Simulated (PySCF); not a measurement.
diboron tetrachloride (B₂Cl₄), SMILES ClB(Cl)B(Cl)Cl. Heavy atoms are numbered as in [Cl:1][B:2]([Cl:3])[B:4]([Cl:5])[Cl:6].

Geometry: B3LYP-D3(BJ)/def2-SVP. The values are those of a single conformer.

All values below come from PySCF with PBE/def2-TZVP.

ESP charges are fitted to the potential on shells at 1.4 to 2.0 van der Waals radii. Atomic charges (e), one atom of each kind:

```json
[
 {"atom": "Cl1", "Löwdin": "0.64", "IAO": "0.00", "ESP fit": "-0.01"},
 {"atom": "B2", "Löwdin": "-1.28", "IAO": "0.01", "ESP fit": "0.03"}
]
```

Computed Mayer and Wiberg (Löwdin basis) orders of the bonds:
```
bond    Mayer  Wiberg
------  -----  ------
Cl1–B2   1.31    2.18
B2–Cl3   1.31    2.18
B2–B4    0.91    1.18
B4–Cl5   1.31    2.18
B4–Cl6   1.31    2.18
```
